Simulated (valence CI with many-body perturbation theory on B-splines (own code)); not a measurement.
Level structure of Tm55+

Computed by valence CI with perturbative core correlation (CI+MBPT): four valence electrons over a frozen Dirac-Fock core [Ne], radial functions for each j: 11 s, 11 p, 10 d, 8 f, 5 g, 2 h, with the one-electron correlation potential Σ1 (screened to all orders), the two-electron term Σ2, the three-electron term Σ3, Breit, model QED; selected single and double excitations, second order for the rest, scaled by the run's own slope (own B-spline code, finite nucleus).

No measured spectrum was set against this ion. As an estimate, large intervals hold to a few tenths of a per cent, small ones and those within an open d or f shell to about a per cent. Among the levels kept, up to 570 cm⁻¹ of a level comes from second order outside the variational space, and about a tenth of that is noise between levels of different J, which matters for small intervals.

Levels 136 to 166 of 166, with energies above the lowest level, (3s^2 3p1/2^2) J=0. "Leading %" is the weight of the configuration and term that name the level; weights of strongly mixed levels are sums over their largest components and can fall short. In the jj column 3d3/2^4 stands for four electrons in 3d with j = 3/2. Lifetimes count E1, E2, E3, M1 and M2 decay at the calculated energies, and are blank where another channel may lead or the interval is too uncertain; long ones can be off by a factor of two.

```tsv
No.	Configuration	Term	J	E (Ry)	Leading %	g	Lifetime	Leading jj
136	3s3p3d²	³P°	1	91.03	49	1.284	1.52 ps	3s 3p1/2 3d5/2^2 (90 %)
137	3s3p²3d	¹D	2	91.26	41	1.104	362 fs	3s 3p3/2^2 3d5/2 (92 %)
138	3p²3d²	³P	0	92.02	57		5.64 ps	3p1/2^2 3d3/2^2 (97 %)
139	3p³3d	³F°	2	93.40	44	0.972	629 fs	3p1/2 3p3/2^2 3d3/2 (86 %)
140	3p³3d	³D°	1	93.78	43	0.966	491 fs	3p1/2 3p3/2^2 3d3/2 (92 %)
141	3p³3d	³F°	3	94.15	34	1.077	550 fs	3p1/2 3p3/2^2 3d3/2 (88 %)
142	3p³3d	⁵D°	0	94.20	46		486 fs	3p1/2 3p3/2^2 3d3/2 (90 %)
143	3p³3d	³G°	4	94.50	44	1.042	621 fs	3p1/2 3p3/2^2 3d3/2 (89 %)
144	3p²3d²	³F	3	95.27	31	1.070	3.57 ps	3p1/2^2 3d3/2 3d5/2 (97 %)
145	3p³3d	³F°	2	95.41	35	1.025	441 fs	3p1/2 3p3/2^2 3d3/2 (85 %)
146	3p³3d	³P°	1	95.89	26	1.325	400 fs	3p1/2 3p3/2^2 3d3/2 (64 %)
147	3p³3d	³F°	2	96.00	28	1.056	500 fs	3p1/2 3p3/2^2 3d3/2 (70 %)
148	3p²3d²	³P	2	96.08	23	1.175	3.33 ps	3p1/2^2 3d3/2 3d5/2 (97 %)
149	3p³3d	³D°	3	96.14	32	1.142	402 fs	3p1/2 3p3/2^2 3d3/2 (76 %)
150	3p²3d²	⁵D	1	96.41	36	1.511	3.09 ps	3p1/2^2 3d3/2 3d5/2 (97 %)
151	3p²3d²	³F	4	96.44	24	1.067	3.04 ps	3p1/2^2 3d3/2 3d5/2 (97 %)
152	3p³3d	³D°	1	97.29	23	1.008	401 fs	3p1/2 3p3/2^2 3d3/2 (59 %)
153	3s3p3d²	⁵D°	0	97.36	80		416 fs	3s 3p3/2 3d3/2^2 (93 %)
154	3s3p3d²	⁵F°	2	97.66	30	1.164	344 fs	3s 3p3/2 3d3/2^2 (68 %)
155	3s3p3d²	⁵F°	3	97.70	31	1.161	400 fs	3s 3p3/2 3d3/2^2 (78 %)
156	3s3p3d²	⁵D°	1	97.72	36	1.049	318 fs	3s 3p3/2 3d3/2^2 (50 %)
157	3p³3d	³F°	4	97.99	46	1.266	744 fs	3p1/2 3p3/2^2 3d5/2 (85 %)
158	3s3p3d²	³F°	4	98.05	26	1.202	430 fs	3s 3p3/2 3d3/2^2 (79 %)
159	3p³3d	³D°	3	98.18	49	1.292	567 fs	3p1/2 3p3/2^2 3d5/2 (88 %)
160	3p³3d	³G°	5	98.37	73	1.187	1.21 ps	3p1/2 3p3/2^2 3d5/2 (73 %)
161	3p³3d	¹G°	4	98.56	34	1.186	622 fs	3p1/2 3p3/2^2 3d5/2 (86 %)
162	3p³3d	³P°	0	98.92	41		686 fs	3p1/2 3p3/2^2 3d5/2 (77 %)
163	3p³3d	¹P°	1	99.21	29	0.998	621 fs	3p1/2 3p3/2^2 3d5/2 (74 %)
164	3s3p3d²	⁵P°	2	99.35	25	1.638	360 fs	3s 3p3/2 3d3/2^2 (78 %)
165	3p³3d	³P°	2	100.00	39	1.272	710 fs	3p1/2 3p3/2^2 3d5/2 (84 %)
166	3s3p3d²	³D°	1	100.07	30	0.810	267 fs	3s 3p3/2 3d3/2^2 (66 %)
```

Where two levels of one J and parity lie close, their mixing, g and order are uncertain.
